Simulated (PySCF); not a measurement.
Br$_{3}$Sn (SMILES [Br][Sn+]([Br])[Br]), charge +1, singlet, at a GFN2-xTB geometry (such geometries of metal compounds can be far from the true shape) (all electrons, no relativity). Base run: B3LYP/STO-3G (PySCF).

PySCF was given this input:
```python
from pyscf import gto, scf, dft

mol = gto.M(
    atom='''
Sn   -0.000000    0.000000    0.000000
Br   -1.994074   -1.547431   -0.188431
Br   -0.049039    2.269519   -1.119489
Br    2.043113   -0.722089    1.307920
''',
    basis='sto-3g',
    charge=1,
    spin=0,
    verbose=4,
)

mf = dft.RKS(mol)
mf.xc = 'b3lyp'
mf.kernel()
mf.analyze()
```

The base run was repeated with changes; each row names its change, and settings that it needs were set with it.

```csv
change,basis functions,E (Eh),HOMO (eV),HOMO-LUMO gap (eV)
base,81,-13603.22376,-11.04,4.32
basis = jorge-DZP-DKH; relativity = spin-free X2C; nucleus = Gaussian (with nucmod='G'),177,-13989.58249,-13.78,2.61
basis = x2c-SVPall; relativity = spin-free X2C; nucleus = Gaussian (with nucmod='G'),132,-13993.23172,-13.44,3.20
basis = jorge-DZP-DKH; relativity = none,177,-13664.57899,-13.91,3.04
basis = x2c-SVPall; relativity = none,132,-13570.09337,-13.64,4.29
basis = x2c-SVPall; relativity = spin-free X2C,132,-13993.40569,-13.44,3.20
basis = jorge-DZP-DKH; relativity = spin-free X2C,177,-13989.78073,-13.78,2.61
basis = Sapporo-DKH3-DZP-2012; relativity = spin-free X2C; nucleus = Gaussian (with nucmod='G'),181,-13994.75285,-13.46,3.18
basis = Sapporo-DKH3-DZP-2012; relativity = none,181,-13521.47407,-13.51,4.28
basis = Sapporo-DKH3-DZP-2012; relativity = spin-free X2C,181,-13994.96065,-13.46,3.18
```

Absolute energies of different levels of theory aren't comparable as measures of quality.

Basis sets contracted for a relativistic Hamiltonian are a mismatch without it, so the rows without relativity aren't non-relativistic limits. No row has spin-orbit coupling; sets with core potentials leave out the core electrons.
